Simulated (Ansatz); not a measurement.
Geometry optimisation, RKS r2SCAN-D4/def2-SVP (Ansatz 0.2.0).

Input:

```yaml
crystal:
  periodic: [false, false, false]
  atoms:
    - { symbol: B, position_ang: [0.0, 0.0, 0.0] }
    - { symbol: Cl, position_ang: [0.0, 0.0, 2.21] }
    - { symbol: O, position_ang: [1.2211, 0.0, -0.705] }
    - { symbol: H, position_ang: [1.5209, -0.9519, -0.8599] }
    - { symbol: O, position_ang: [-1.2211, 0.0, -0.705] }
    - { symbol: H, position_ang: [-1.7308, -0.8467, -0.4965] }
    - { symbol: S, position_ang: [0.0982, 2.076, 0.6906] }
    - { symbol: H, position_ang: [0.6507, 2.1151, 1.9763] }
    - { symbol: H, position_ang: [0.0608, 1.2857, 1.8263] }
basis:
  gaussian: { orbitals: def2-SVP }
hamiltonian:
  xc: r2scan
  dispersion: d4
relax:
  f_tol: 0.15
  max_steps: 25
  restrain:
    - { distance: [0, 6], at: 3.09, k: 30.0 }
    - { distance: [8, 1], at: 2.57, k: 30.0 }
    - { distance: [0, 1], at: 1.86, k: 30.0 }
    - { distance: [8, 6], at: 1.4, k: 30.0 }
```

Run as:

```bash
$ ansatz run input.yaml --threads 4 --pin off --max-ram 5120MiB --backend cpu --events-out ev --progress --plain --runs-dir out
```

Where does it end, and by what steps?

The run converged. The restraints hold the end off the free minimum; the threshold counts their pulls, which the force column leaves out. Restrained pairs: B1–S7 (2.19 → 3.10 Å), Cl2–H9 (1.34 → 2.58 Å), B1–Cl2 (2.21 → 1.85 Å), S7–H9 (1.38 → 1.38 Å). After 12 steps the energy has fallen by 5.512 eV (the restraints' own energy left out); Cl2 moved furthest, 1.14 Å. The start is strongly strained (largest force component 8 eV/Å), so its close contacts needn't be bonds.

```csv
step,energy less start (eV),largest force component (eV/Å),accepted
0,0.0000,8.274,yes
1,-1.3758,3.325,yes
2,-1.7866,2.869,yes
3,-2.2824,3.080,yes
4,-3.2596,2.230,yes
5,-4.2803,2.348,yes
6,-4.8150,2.039,yes
7,-5.1594,1.459,yes
8,-5.3525,0.832,yes
9,-5.3501,1.882,no
10,-5.4285,0.665,yes
11,-5.4831,0.601,yes
12,-5.5117,0.584,yes
```

```xyz
9
Properties=species:S:1:pos:R:3
B -0.028 -0.390 -0.113
Cl -0.053 -0.987 1.636
O 1.148 -0.295 -0.761
H 1.895 -0.605 -0.234
O -1.193 -0.205 -0.764
H -1.967 -0.321 -0.200
S -0.044 2.497 1.014
H 1.247 2.437 1.411
H -0.406 1.546 1.948
```

Time of the run: 21 s on 4 threads of Arm Neoverse V2, with other jobs on the host, peak memory 0.17 GiB.
